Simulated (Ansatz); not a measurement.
Cl$_{3}$Te (SMILES Cl[Te+](Cl)Cl), charge +1, singlet, at a GFN2-xTB geometry (core potentials on Te); B3LYP/def2-SV(P) (Ansatz, a first-principles code).

Input for Ansatz:
Ansatz 0.2 input:
```yaml
crystal:
  periodic: [false, false, false]
  atoms:
    - {symbol: Te, position_ang: [0.08225096, 0.43564390, 0.27167275]}
    - {symbol: Cl, position_ang: [1.90482649, -0.61409172, -0.60663619]}
    - {symbol: Cl, position_ang: [-0.91590711, -1.30425174, 1.35407593]}
    - {symbol: Cl, position_ang: [-1.24051054, 0.58578566, -1.57843873]}
basis:
  gaussian:
    orbitals: def2-SV_P_.json
    occupation: {up: {"A'": 22, "A''": 15}, down: {"A'": 22, "A''": 15}}
hamiltonian:
  xc: b3lyp
total_charge: 1
```
The basis file holds def2-SV(P) in the JSON format of the Basis Set Exchange.

Output, abridged:

```
Functional definition: B3LYP
the irreps are read with x along [-0.162, 0.980, 0.112], y along [-0.571, 0.000, -0.821] and z along [-0.805, -0.197, 0.560] of the geometry given
807 factors; integrals over basis functions are off by at most 5.0e-4 eV
mean field evaluation 1: about -44832.8733 eV, gradient 2.4e1 eV
mean field evaluation 2: about -44834.6947 eV, gradient 1.6e0 eV
mean field evaluation 4: about -44834.8425 eV, gradient 4.9e-1 eV
mean field evaluation 8: about -44834.8434 eV, gradient 6.8e-5 eV
mean field -44834.84340464 eV, -1647.6501049722 hartree, gradient 2.5e-6 eV, S^2 0.000000; 0 other end points of the search recorded, 0 dependent functions left out
reference -44834.84362364 eV, -1647.6501130202 hartree; 37, 37 occupied and 43, 43 virtual orbitals, 807 factors
Total energy: -44834.84362364 eV, -1647.6501130202 hartree
```
